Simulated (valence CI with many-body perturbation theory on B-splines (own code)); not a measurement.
**Ce³⁵⁺: fill in the table**

Calculated by configuration interaction combined with many-body perturbation theory (CI+MBPT): five valence electrons over a frozen Dirac-Fock core [Ar], radial functions for each j: 7 s, 7 p, 8 d, 6 f, 4 g, 1 h, with the one-electron correlation potential Σ1 (screened to all orders), the two-electron term Σ2, the three-electron term Σ3, Breit, model QED; selected single and double excitations, second order for the rest (own B-spline code, finite nucleus).

No measured spectrum was set against this ion. As an estimate, large intervals hold to a few tenths of a per cent, small ones and those within an open d or f shell to about a per cent. Only levels of the ground parity were solved; by the run's estimate the other parity begins above the list, which can be wrong where configurations are misplaced.

| Level | E (cm⁻¹) |
| --- | --- |
| (3d3/2^4 3d5/2) J=5/2 | 0 |
| (3d3/2^3 3d5/2^2) J=5/2 [a] | 119140 |
| (3d3/2^3 3d5/2^2) J=7/2 [a] | 189390 |
| (3d3/2^3 3d5/2^2) J=3/2 [a] | ? |
| (3d3/2^3 3d5/2^2) J=11/2 | ? |
| (3d3/2^3 3d5/2^2) J=9/2 | ? |
| (3d3/2^3 3d5/2^2) J=5/2 [b] | 231360 |
| (3d3/2^3 3d5/2^2) J=1/2 | 241120 |
| (3d3/2^3 3d5/2^2) J=7/2 [b] | 270520 |
| (3d3/2^2 3d5/2^3) J=5/2 [a] | 304500 |
| (3d3/2^3 3d5/2^2) J=3/2 [b] | 330040 |
| (3d3/2^2 3d5/2^3) J=7/2 [a] | 338660 |
| (3d3/2^2 3d5/2^3) J=11/2 | 345030 |
| (3d3/2^2 3d5/2^3) J=9/2 [a] | 359030 |
| (3d3/2^2 3d5/2^3) J=1/2 [a] | 369040 |
| (3d3/2^2 3d5/2^3) J=13/2 | ? |
| (3d3/2^2 3d5/2^3) J=3/2 [a] | 378560 |
| (3d3/2^2 3d5/2^3) J=5/2 [b] | ? |
| (3d3/2^2 3d5/2^3) J=9/2 [b] | ? |
| (3d3/2^2 3d5/2^3) J=7/2 [b] | 437680 |

Levels are named by their leading jj configuration (3d3/2^4 stands for four electrons in 3d with j = 3/2), which in mixed levels can hold well under half, so a name can repeat and another be missing. Letters in brackets count levels of one name in rising energy.

Q: The levels stand in rising order. What does the calculation give for the missing energies?

A: (3d3/2^3 3d5/2^2) J=3/2 [a] 195700; (3d3/2^3 3d5/2^2) J=11/2 199110; (3d3/2^3 3d5/2^2) J=9/2 221880; (3d3/2^2 3d5/2^3) J=13/2 375020; (3d3/2^2 3d5/2^3) J=5/2 [b] 392610; (3d3/2^2 3d5/2^3) J=9/2 [b] 423430.
